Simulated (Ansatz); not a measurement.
Computed with Ansatz.

A structure relaxed at PBE0-D4/def2-TZVP, charge 0, multiplicity 1:

| atom | x (Å) | y (Å) | z (Å) |
| --- | --- | --- | --- |
| O1 | -0.7457 | 1.1277 | 0.0156 |
| Si2 | -0.1248 | -0.3841 | -0.0281 |
| I3 | 2.1840 | -0.3792 | -0.8364 |
| H4 | -0.2766 | 1.7983 | 0.5153 |
| H5 | -0.0803 | -1.0156 | 1.3115 |
| H6 | -0.9566 | -1.1470 | -0.9779 |

Task: Give its formula and SMILES.

Result: H3IOSi, `O[SiH2]I`.

Task: Summarise the bond lengths by kind.

Result: 1 × O–Si 1.635 Å; 1 × H–O 0.959 Å; 1 × I–Si 2.446 Å; 2 × H–Si 1.475 to 1.482 Å.
